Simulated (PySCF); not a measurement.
Core-level binding energies of `[NH2][GeH2][AsH2]`

Species: AsGeH6N.
SMILES with atom numbers: `[NH2:1][GeH2:2][AsH2:3]`

Computed, not measured: delta-SCF UKS SCAN, pcX-2 on the ionised atom, pcseg-1 elsewhere, spin-free X2C (PySCF 2.14.0). Vertical ΔSCF values, vacuum level as zero.

Q: List the computed XPS lines with their assignment.

A: 
```tsv
atom(s)	environment	level	binding energy (eV)	count
N1	nitrogen bonded to Ge and 2 H	N 1s	404.47	1
```

Q: What is the longest wavelength that can ionise N 1s of N1 vertically?

A: λ = hc/E = 12398.42 eV Å / 404.47 eV = 30.653 Å.

Q: Which photon energy gives electrons from N 1s of N1 a kinetic energy of 20 eV, and what is their de Broglie wavelength?

A: hν = 404.47 + 20 = 424.47 eV, recoil neglected; λ = 12.264 Å/√(E/eV) = 2.74 Å.

No level of arsenic or germanium is listed. One conformer (not necessarily the lowest) at the PBE0-D3(BJ)/def2-SVP geometry, without solvent, vibrations or thermal averaging.

Conformer computed: `[NH2:1][GeH2:2][AsH2:3]`: H–N1–Ge2–As3 61°, H–N1–Ge2–As3 -174°, H–As3–Ge2–N1 175°, H–As3–Ge2–N1 82°.
